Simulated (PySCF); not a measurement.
Method: PBE-D3(BJ)/def2-TZVP // B3LYP-D3(BJ)/def2-TZVP (PySCF). Gas-phase values, no solvent. One relaxed conformer stands for a flexible species; it need not be the lowest. Excitations are Tamm–Dancoff values on a coarser integration grid. The basis has no diffuse functions, so Rydberg states are missing or too high.

Reference species (SMILES): `[CH3][Ga]([CH3])[CH3]` (neutral, multiplicity 1).

```
Quantity                                        Value
-------------------------------------------  --------
HOMO                                         -6.19 eV
brightest of the four lowest singlets (TDA)   6.29 eV
```

Changed species: `[CH3][Ga]([CH3])[NH2]` (1 of 3 CH3 replaced by NH2; the reference has 0 of 3 CH3 replaced by NH2).

Q: What does the change do to the HOMO and brightest of the four lowest singlets (TDA)?

A: the HOMO goes up by 0.57 eV, to -5.62 eV; the brightest of the four lowest singlets (TDA) increases by 0.12 eV, to 6.41 eV.
